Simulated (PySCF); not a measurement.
BH5O4Ti, SMILES B[O][Ti]([OH])([OH])[OH], multiplicity 1.

Geometry optimised at r2SCAN-D4/def2-SVP. The multiplicity is an assumed one; other spin states were not compared. One conformer was computed; it need not be the lowest.

Two levels are set side by side: TDA-PBE/def2-SVPD (PySCF) and TDA-ωB97X/def2-SVPD (PySCF). Vertical, same geometry. The lowest singlet is HOMO→LUMO 99 % with PBE and HOMO→LUMO 83 % with the other functional; states are paired by order. Differences are taken from unrounded values.

```csv
quantity,TDA-ωB97X,TDA-PBE,TDA-PBE minus TDA-ωB97X
lowest singlet excitation (eV),4.99,3.57,-1.43
lowest triplet excitation (TDA) (eV),4.80,3.44,-1.35
```

A lower first singlet is the usual sign of a functional without exact exchange. Differences between two approximate levels are no errors against the true value.

Rough cost on one machine, each run with all the roots and properties that it gave: TDA-ωB97X against TDA-PBE about 4 times.
